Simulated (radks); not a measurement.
Ionisation ladder of platinum, from Pt to Pt4+. Each ion is in the ground configuration listed by NIST, and IE = E(next ion) - E(this ion). Calculated with a radial shooting solver on a logarithmic mesh with Libxc functionals: non-relativistic Kohn-Sham, PBE, spin-polarised, spherical densities, point nucleus; open shells are filled with parallel spins first (spin-orbit coupling, left out, can overturn this in heavy ions); relativity is left out, which matters for an element this heavy.

species,configuration,E (hartree),"IE, Delta-SCF (eV)","IE, NIST (eV)",kind,error (eV)
Pt,[Xe] 4f14 5d9 6s1,-17334.8098,7.472,8.959,exp.,-1.487
Pt+,[Xe] 4f14 5d9,-17334.5352,20.070,18.6,exp.,+1.510
Pt2+,[Xe] 4f14 5d8,-17333.7976,32.130,29,theory,+3.130
Pt3+,[Xe] 4f14 5d7,-17332.6169,45.234,43,theory,+2.234
Pt4+,[Xe] 4f14 5d6,-17330.9546,59.165,56,theory,+3.165

Reference values: NIST Atomic Spectra Database (exp. = measured, semi-emp. = semi-empirical, theory = theoretical value adopted there). Errors are taken from the NIST values before rounding. The ionisation energy per charge of the ion left behind rises most, in proportion, at Pt+ ([Xe] 4f14 5d9), from 7.472 to 10.035 eV. Relativity is left out here, which matters for elements this heavy. Open shells are spherical and high-spin; term and fine-structure splittings are not resolved.
